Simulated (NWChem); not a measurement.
**Correlation energy of As**

SMILES: [As]
```xyz
1

As     0.0000     0.0000     0.0000
```
Charge 0, spin multiplicity 4.

The numbers come from NWChem runs, not from measurements.

Basis set: def2-TZVP. Each correlation energy counts from its own Hartree-Fock reference.

The Hamiltonian is non-relativistic. The correlated methods keep 9 core orbitals frozen. The stability of the SCF solutions was not checked. Open-shell Hartree-Fock references start from PBE0 orbitals. Coupled-cluster values serve here as a point of comparison, not as the truth.

| method | correlation energy (mHa) |
|---|---|
| UMP2 | [?] |
| SCS-UMP2 | -177.2 |
| CCSD on UHF | -201.5 |
| CCSD[T] on UHF | -208.3 |
| CCSD(T) on UHF | -207.9 |
| CCSD on ROHF | [?] |
| CCSD[T] on ROHF | -209.7 |
| CCSD(T) on ROHF | [?] |

Problem. Fill in the missing entries.

Solution. 
- UMP2, correlation energy (mHa): -195.7
- CCSD on ROHF, correlation energy (mHa): -202.5
- CCSD(T) on ROHF, correlation energy (mHa): -209.2
